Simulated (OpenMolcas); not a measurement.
# Co5+: effect of the basis set

```json
{
 "Program": "OpenMolcas",
 "Method": "CASSCF",
 "Active space": "4 electrons in 10 orbitals (3d 4d)",
 "State averaging": "2S+1 = 5 even, 5 roots; 2S+1 = 3 even, 45 roots; 2S+1 = 1 even, 44 roots",
 "Spin-orbit coupling": "RASSI with atomic mean-field integrals over the reference wave functions, term energies averaged over their components"
}
```

A. ANO-RCC-VTZP [6s5p3d2f1g], DKH2, point nucleus; cost about 90 core-seconds
B. ANO-R2 [7s5p4d2f1g], X2C, finite nucleus; cost of the order of 4 core-minutes
C. ANO-RCC-VQZP [7s6p4d3f2g1h], DKH2, point nucleus; cost about 50 core-seconds

Energies in cm-1 above 3d4 5D0, the measured ground level; measured values from Sugar and Corliss, J. Phys. Chem. Ref. Data 10, 1097 (1981).

```
     Level      A      B      C  Measured
   3d4 5D0    0.0    0.0    0.0       0.0
   3d4 5D1    218    205    209       204
   3d4 5D2    639    602    611       589
   3d4 5D3   1238   1168   1185      1125
   3d4 5D4   1989   1881   1907      1782
   3d4 3H4  30361  29937  29759     28377
   3d4 3H5  30843  30393  30222     28806
   3d4 3H6  31364  30886  30723     29234
3d4 3P0(1)  32108  31690  31475     27166
3d4 3P1(1)  33389  32901  32699     28462
3d4 3F2(1)  35066  34538  34345     30555
3d4 3F3(1)  35142  34624  34430     30635
3d4 3F4(1)  35377  34847  34657     30817
3d4 3P2(1)  35577  34975  34794     30506
   3d4 3G3  38357  37835  37629     34026
   3d4 3G4  38901  38353  38154     34475
   3d4 3G5  39299  38744  38548     34855
   3d4 1I6  46091  45316  45104     42800
3d4 1G4(1)  48676  47835  47604     41926
   3d4 3D3  49524  48844  48613     41676
   3d4 3D2  49683  48992  48761     41856
   3d4 3D1  49885  49180  48951     42098
   3d4 1S0  56439  55432  55183     45372
   3d4 1D2  60123  59186  58917     52740
```

Deviations, from unrounded energies. A percentage is the sum of absolute deviations over the sum of measured energies, with the sign that they share, or ± where signs differ.

| Against measurement | Levels | A | B | C |
| --- | --- | --- | --- | --- |
| mean absolute deviation (cm-1) | 23 | 4400 | 3800 | 3700 |
| fine structure of the ground term (%) | 4 | +10.4 | +4.3 | +5.7 |
| other terms of the ground configuration (%) | 19 | +14.8 | +13.0 | +12.4 |

B, C lie about equally close to measurement and A furthest from it. The largest miss of C in the table is 3d4 1S0, by +9800 cm-1. The ranking rests on the paired levels alone, and a cruder setting can come out closer through cancelling errors.

Among A to C the level of the table that moves most is 3d4 1S0, by 1300 cm-1 (lowest in C, highest in A).

Without dynamic correlation excited terms often stand tens of per cent too high (terms of higher spin than the ground term too low), and those without a measured partner can miss by more than the paired ones. Active for correlation alone: 4d; no level in the range computed is led by a configuration that fills it, so any true level of that kind is missing. Measured partners are found by configuration, term and J. A level has none where our copy of the source lacks it or the pairing is in doubt (some pairs that miss far off the trend of their configuration count as doubtful), and it then counts in no deviation. Only configurations of the active space appear. Levels that lie high or do not pair safely by name in every column are left out.

A number in round brackets counts repeated terms of one configuration in the order of the reference energies.
